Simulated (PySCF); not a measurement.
# [Dy(H2O)2]3+ relaxed at several levels

Computed with PySCF 2.14.0, def2-SVP on the ligands, density fitting, scalar-relativistic core potentials, no spin-orbit coupling, vacuum. Each row is relaxed at its own level from the same template. Distances are means of the shortest metal–ligand contacts, charges and spins Mulliken's; removal energies are rigid, with the ligand's formal charge and no counterpoise, so too large; for an anion taken off a cation in vacuum most of it is the attraction of opposite charges, and multiply charged cations can part far more cheaply with an electron moved from ligand to metal. lcecp potentials hold a fixed number of 4f electrons in the core, out of states, spins and gaps.

| level | basis on the metal | point group | M–H2O (Å) | charge on M (e) | removal of one H2O (eV) | strongest infrared band, degenerate modes summed (cm⁻¹) | unstable modes (below −25 cm⁻¹) |
| --- | --- | --- | --- | --- | --- | --- | --- |
| TPSS | lcecp-1-SVP with ECP55 | C1 | 2.219 | 2.16 | 4.47 | – | not given |

Question: What does the calculation give for PBE0, lcecp-1-SVP with ECP55?

Answer: point group: C1, M–H2O (Å): 2.209, charge on M (e): 2.22, removal of one H2O (eV): 4.45, strongest infrared band, degenerate modes summed (cm⁻¹): 3480, unstable modes (below −25 cm⁻¹): 0.
```xyz
7

Dy    0.2938   -1.0635    0.0112
O    -0.0831    0.1724    1.8050
H     0.3102    1.0519    2.0519
H    -0.6632   -0.0330    2.5870
O     0.0228    0.1582   -1.8082
H     0.3006   -0.0538   -2.7401
H    -0.4183    1.0431   -1.9069
```

Moved off a saddle point of the template and relaxed again: PBE0, TPSS. One start shape was tried for each, so a minimum needn't be the lowest isomer.
